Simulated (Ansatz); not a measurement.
Reaction (formal exchange of groups at the Si–C bond): `O=C[SiH2]CS` + `FC(F)(F)Cl` → `F[SiH2]CS` + `O=CC(F)(F)Cl`

Program: Ansatz. Geometries: PBE0-D4/def2-TZVP. ΔE: electronic, gas phase. CCSD(T)/CBS adds triple-zeta CCSD(T) − MP2 to the extrapolated MP2 energy (def2 sets, frozen cores). DFT in def2-TZVPP. B3LYP here is the variant with VWN-RPA as its local correlation; programs differ in this. Each species was taken in one conformer, which may not be the lowest.

Problem. Is it downhill or uphill in electronic energy at CCSD(T)/CBS, and by how much? (An estimate is asked.)

Solution. Computed: Downhill: ΔE = -169.4 kJ/mol.

Problem. What do these levels give: PBE0-D4, ωB97M-V, B2PLYP, PBE, r2SCAN, B3LYP, HF/def2-TZVPP, MP2/def2-TZVPP, CCSD(T)/def2-TZVPP, MP2/def2-QZVPP, MP2/CBS(def2), CCSD/CBS(def2)? (Estimate.)

Solution. Computed: PBE0-D4 -153.4, ωB97M-V -160.1, B2PLYP -168.7, PBE -151.1, r2SCAN -160.7, B3LYP -165.2, HF/def2-TZVPP -172.1, MP2/def2-TZVPP -173.4, CCSD(T)/def2-TZVPP -164.7, MP2/def2-QZVPP -176.9, MP2/CBS(def2) -178.1, CCSD/CBS(def2) -171.7 kJ/mol.

Largest T1 diagnostic among the species: 0.014.

From PBE to PBE0 (25 % exact exchange), in def2-TZVPP and without D4, ΔE moves by −3.9 kJ/mol.
